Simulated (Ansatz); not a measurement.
```yaml
crystal:
  periodic: [false, false, false]
  atoms:
    - {symbol: O, position_ang: [0.630571, -0.956037, 1.557894]}
    - {symbol: Si, position_ang: [0.464171, -0.227098, 0.092382]}
    - {symbol: O, position_ang: [1.426456, -1.135026, -0.868522]}
    - {symbol: N, position_ang: [-1.117154, 0.089955, -0.537401]}
    - {symbol: Al, position_ang: [-0.514099, 1.772730, -0.463200]}
    - {symbol: F, position_ang: [-1.160883, 3.233123, -0.859746]}
    - {symbol: H, position_ang: [0.178306, -0.542011, 2.294666]}
    - {symbol: H, position_ang: [2.027027, -1.728105, -0.411003]}
    - {symbol: H, position_ang: [-1.845894, -0.553930, -0.822172]}
basis:
  gaussian: {orbitals: cc-pVTZ}
hamiltonian: {xc: {name: HF}}
correlation: {active_space: {window: {electrons: 3, orbitals: 2}}}
scf: {lower_state_search: light}
output: {forces: true}
```

```sh
$ ansatz run in.yaml --threads 4 --pin off --events-out ev --progress --plain --max-ram 10444MiB
```

It prints (some lines left out):

```
Functional definition: HF
1390 factors; integrals over basis functions are off by at most 9.0e-4 eV
mean field evaluation 1: about -22756.0442 eV, gradient 6.4e1 eV
mean field evaluation 2: about -22756.3144 eV, gradient 6.4e1 eV
mean field evaluation 4: about -22763.7500 eV, gradient 3.7e0 eV
mean field evaluation 8: about -22763.8550 eV, gradient 5.1e-1 eV
mean field evaluation 16: about -22763.8565 eV, gradient 2.0e-6 eV
mean field -22763.85650793 eV, -836.5562967703 hartree, gradient 2.0e-6 eV, S^2 0.000000; 0 other end points of the search recorded, 0 dependent functions left out
reference -22763.85650793 eV, -836.5562967703 hartree; 31, 31 occupied and 199, 199 virtual orbitals, 1390 factors
Error: 3 electrons in 2 orbitals form no window around the highest filled level of the reference
```

Problem. Something in this input is off. What?

Solution. The active space doesn't fit the electrons. The run stopped with an error.
